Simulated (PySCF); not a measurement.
KO2: one-bond stretch

All numbers come from PySCF, UPBE, basis K def2-TZVP, O def2-TZVP (no relativity, density fitting).

Rigid scan from the quartet minimum (K–O 2.465 Å (×2); O–K–O 180.0°). Coordinate: the bond from K to the last atom (O) scaled, the rest fixed. Energies in kJ/mol from the minimum.

Predict the curve at 0.92, 0.96, 1.00, 1.05, 1.12, 1.20, 1.35, 1.80, 2.20.


```
scale of one bond  E (kJ/mol)  dipole size (D)  ⟨S²⟩
             0.92         7.9             0.13  3.76
             0.96         1.7             0.05  3.76
             1.00         0.0             0.00  3.76
             1.05         1.9             0.03  3.76
             1.12         8.7             0.04  3.76
             1.20        18.8             0.02  3.76
             1.35        37.7             0.03  3.76
             1.80       154.4                –  3.76
             2.20      1370.0                –  5.25
```

Spin contamination is strong at 2.20, so these points are less reliable.

Other isomers or separated fragments may lie lower.
